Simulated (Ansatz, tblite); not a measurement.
Forces on Au₂Br at its PBE-D4/def2-TZVP geometry. The state is a doublet with charge 0.

In the def2 sets Au takes a core potential; there is no spin–orbit coupling. The xTB rows come from tblite. No other spin state of charge 0 was run. Another isomer (doublet) lies 0.52 eV lower at PBE0-D4/def2-TZVP; other spin states weren't run for this one.

GFN1-xTB (tblite), largest force 0.39 eV/Å:

```xyz
3
positions Å, forces eV/Å
Au   -0.027    1.753    1.465   -0.077    0.285    0.252
Au    0.660   -1.615   -1.476    0.038   -0.290   -0.249
Br   -0.633   -0.138    0.011    0.039    0.006   -0.003
```

GFN2-xTB (tblite), largest force 0.76 eV/Å:

```
Au -0.038 0.576 0.487
Au 0.189 -0.541 -0.488
Br -0.151 -0.035 0.001
```

PBE-D4/def2-TZVP (Ansatz), largest force 0.01 eV/Å:

```
Au 0.004 0.011 0.009
Au 0.005 -0.005 -0.006
Br -0.010 -0.006 -0.003
```
